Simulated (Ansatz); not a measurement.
Reaction (formal hydrolysis of a Ga–C bond): `C[CH2][Ga]([OH])[OH]` + H₂O → `[OH][Ga]([OH])[OH]` + `CC`

Isolated molecules relaxed with PBE0-D4/def2-TZVP in Ansatz; ΔE leaves out vibrations. CBS: MP2 limit from def2 TZ/QZ plus the TZ coupled-cluster correction, frozen cores. This one scheme is used for every species. Functionals use def2-TZVPP. For Ga outer-core shells are correlated without core-valence functions, which leaves a few kJ/mol of doubt a bond. Scalar relativity is left out up to krypton. One conformer a species, not always the lowest.

`C[CH2][Ga]([OH])[OH]`:

Z-matrix (Å, degrees):
```
C
C 1 1.524
H 1 1.092 2 111.8
H 1 1.094 2 111.1 3 -120.2
H 1 1.092 2 111.8 3 119.7
Ga 2 1.952 1 114.5 3 -59.9
H 2 1.094 1 111.2 3 178.7
H 2 1.094 1 111.2 3 61.5
O 6 1.792 2 121.9 1 179.7
O 6 1.793 2 120.6 1 -0.3
H 9 0.959 6 115.3 2 180.0
H 10 0.959 6 115.4 2 -180.0
```

H₂O:

```xyz
3

O     0.036   -0.369    0.118
H    -0.072    0.412    0.666
H     0.035   -0.043   -0.784
```

`[OH][Ga]([OH])[OH]`:

```xyz
7

O     0.211    0.928    1.497
Ga    0.000    0.000    0.000
O    -1.253    0.468   -1.165
O     1.042   -1.397   -0.332
H    -0.403    1.662    1.577
H    -1.282   -0.099   -1.939
H     1.685   -1.562    0.362
```

`CC`:

Cartesian coordinates in Å:
```
C 0.337 0.618 0.284
C -0.337 -0.618 -0.284
H -0.398 1.347 0.635
H 0.981 0.369 1.130
H 0.958 1.114 -0.466
H 0.398 -1.347 -0.635
H -0.981 -0.369 -1.130
H -0.958 -1.114 0.466
```

| level | ΔE (eV) |
| --- | --- |
| BHLYP-D4 | -0.75 |
| B2PLYP | -0.78 |
| r2SCAN0 | -0.74 |
| CCSD/def2-SVP | -0.93 |
| HF/def2-TZVPP | -0.94 |
| CCSD(T)/def2-TZVPP | -0.73 |
| HF/def2-QZVPP | -0.94 |
| MP2/def2-QZVPP | -0.67 |

(1) What does CCSD(T)/CBS give? (Estimate.)

Largest T1 diagnostic among the species: 0.014.

Answers

(1) The calculation gave: -0.63 eV. The listed levels differ from it by -0.12, -0.15, -0.11, -0.30, -0.31, -0.10, -0.31, -0.04 eV.

The D4 term adds +0.07 eV with B3LYP and +0.04 eV with PBE0; it sums over pairs of atoms, weighted by their polarisabilities, and B3LYP, whose exchange is more repulsive, gets the larger term. At CCSD(T), def2-SVP lies −0.29 eV from the extrapolated value and def2-TZVPP −0.10 eV.

B3LYP here is the variant with VWN-RPA as its local correlation; programs differ in this.
